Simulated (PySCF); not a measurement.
Si(H)(Me)2(OH) (C₂H₈OSi), SMILES [SiH](O)(C)C.

Geometry optimised at B3LYP-D3(BJ)/def2-SVP. One conformer was computed; it need not be the lowest.

All values below come from PySCF with CAM-B3LYP/def2-TZVP.

Gas-phase values at a fixed geometry.

```json
{
  "total_energy": "-445.82021 hartree",
  "point_group": "Cs",
  "highest_occupied_level": "-9.59 eV",
  "lowest_empty_level": "1.48 eV",
  "orbital_gap": "11.07 eV",
  "dipole_moment": "0.403 e·Å",
  "quadrupole, principal values (traceless, Buckingham form, about the centre of nuclear charge)": "-5.55, -0.09, 5.64 D·Å",
  "mean_static_polarisability": "53.4 bohr³ (7.91 Å³)",
  "polarisability_principal_values": "50.5, 52.6, 57.0 bohr³"
}
```
